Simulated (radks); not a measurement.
Values are calculated unless marked as measured or tabulated.
Correlation energies from several functionals, in hartree. Species: Lu2+ [Xe] 4f14 6s1; Xe [Xe]. Code: a radial shooting solver on a logarithmic mesh with Libxc functionals. Model: non-relativistic Kohn-Sham, r2SCAN, spin-polarised, spherical densities, point nucleus; meta-GGA in the generalised Kohn-Sham scheme. Every spin shell is full or empty, so the densities are truly spherical. Functionals are evaluated on that one density, not self-consistently.

functional     Lu2+       Xe
PW92        -7.1398  -5.1786
Wigner      -3.7150  -2.8819
Chachiyo    -7.0595  -5.1112
PBE         -4.1421  -2.9187
PBEsol      -4.6483  -3.2967
LYP         -3.7339  -2.7451
P86         -4.6628  -3.3098
PW91        -4.4535  -3.1492
AM05        -6.7108  -4.8293
OP (B88)    -3.6535  -2.6663
revTPSS     -4.1760  -2.9562
SCAN        -4.1998  -2.9039
B95         -5.1483  -3.5543
